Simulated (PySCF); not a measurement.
Two species compared at the same levels of theory.

First species: C4H12OSSi3.
SMILES: `C[S@](=O)C1=C[SiH2]C1([SiH3])[SiH3]`

Second species: C2H14N2Si4.
Geometry (GFN2-xTB, Å), atoms numbered from 1 in this order:
```
atom  x, y, z in Å
Si1   -2.1920   -1.4016    0.8675
N2    -1.6300    0.0052    0.0122
Si3   -2.4398    1.5361    0.1399
Si4   -0.0983   -0.0100   -0.8213
C5     1.1105   -1.3544   -0.2635
C6     2.5313   -0.8090   -0.4288
Si7    2.5301    1.0316    0.0405
N8     0.8876    1.3488   -0.4001
H9    -1.7612   -2.5756    0.1089
H10   -3.6519   -1.3316    0.9250
H11   -1.6429   -1.4428    2.2289
H12   -3.8650    1.2706    0.3199
H13   -2.1969    2.2648   -1.1059
H14   -1.9231    2.3071    1.2769
H15   -0.3870   -0.0275   -2.2673
H16    0.9342   -1.5905    0.7869
H17    0.9909   -2.2861   -0.8158
H18    2.8246   -0.9066   -1.4754
H19    3.2445   -1.3997    0.1476
H20    3.4441    1.8461   -0.7677
H21    2.7689    1.2655    1.4719
H22    0.5109    2.2789   -0.3820
```

Levels: PBE0/pcSseg-1 for HOMO energy, LUMO energy and HOMO–LUMO gap. Geometries: GFN2-xTB. Each structure is a single optimised conformer of the isolated species, non-relativistic unless stated; the electronic structure was computed with PySCF and density fitting.

Dipoles, sizes and rotational constants follow the conformer. The torsions of the flexible species, by atom-mapped SMILES:
- `[CH3:1][S@:2](=[O:3])[C:4]1=[CH:5][SiH2:6][C:7]1([SiH3:8])[SiH3:9]`: C1–S2–C4–C5 -47°

The conformers of `[SiH3]N([SiH3])[Si@@H]1CC[SiH2]N1` aren't listed.

| property | column X | column Y |
| --- | --- | --- |
| HOMO energy | -7.26 eV | -6.84 eV |
| LUMO energy | 0.08 eV | -1.08 eV |
| HOMO–LUMO gap | 7.34 eV | 5.76 eV |

(1) Which column belongs to which species?

(2) How does each property change from the first species to the second?

Answers

(1) Column X is the second species and column Y the first. The first has 21 atoms and 102 electrons, the second 22 and 96.

(2) HOMO energy -0.42 eV; LUMO energy +1.16 eV; HOMO–LUMO gap +1.58 eV.

